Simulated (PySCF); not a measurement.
CH₈O₂Si₃, SMILES C[Si@H]1O[SiH2][Si@@H]1O. Atoms are numbered in the order given.

```xyz
14

C      2.5341    -0.7206    -1.0282
Si     1.2614    -0.1058     0.2039
O      0.6874     1.4358    -0.2452
Si    -1.0119     1.4804    -0.2940
Si    -0.9911    -0.8743     0.0640
O     -1.8152    -1.6279     1.3153
H      2.1000    -0.7944    -2.0373
H      3.3929    -0.0307    -1.0706
H      2.9060    -1.7160    -0.7348
H      1.8656    -0.0548     1.5708
H     -1.5621     2.3390     0.7985
H     -1.4782     2.0349    -1.5988
H     -1.2969    -1.6919    -1.1438
H     -1.7273    -1.2291     2.1893
```
Charge 0, spin multiplicity 1.

Coordinates come from a B3LYP-D3(BJ)/def2-SVP optimisation. The structure was generated by enumeration; whether it is a known compound was not checked. One conformer was computed; it need not be the lowest.

Calculation: PySCF with HF/pcSseg-1.

GIAO shieldings, no solvent; atoms alike by connectivity are averaged. δ = σ(ref) − σ: ¹³C against TMS (σ = 192.6 ppm); ²⁹Si against TMS (σ = 393.8 ppm); ¹⁷O against H2O (σ = 333.0 ppm); ¹H against TMS (σ = 31.99 ppm), references at their B3LYP-D3(BJ)/def2-TZVP geometries, non-relativistic.

Computed chemical shifts:
```json
[
 {"nucleus": "¹³C", "atoms": "C1", "count": "1", "δ (ppm)": "2.6"},
 {"nucleus": "²⁹Si", "atoms": "Si5", "count": "1", "δ (ppm)": "22.8"},
 {"nucleus": "²⁹Si", "atoms": "Si2", "count": "1", "δ (ppm)": "21.1"},
 {"nucleus": "²⁹Si", "atoms": "Si4", "count": "1", "δ (ppm)": "-7.0"},
 {"nucleus": "¹⁷O", "atoms": "O3", "count": "1", "δ (ppm)": "39.3"},
 {"nucleus": "¹⁷O", "atoms": "O6", "count": "1", "δ (ppm)": "-3.0"},
 {"nucleus": "¹H", "atoms": "H13", "count": "1", "δ (ppm)": "5.73"},
 {"nucleus": "¹H", "atoms": "H10", "count": "1", "δ (ppm)": "5.25"},
 {"nucleus": "¹H", "atoms": "H11, H12", "count": "2", "δ (ppm)": "5.21"},
 {"nucleus": "¹H", "atoms": "H14", "count": "1", "δ (ppm)": "1.23"},
 {"nucleus": "¹H", "atoms": "H7, H8, H9", "count": "3", "δ (ppm)": "0.75"}
]
```
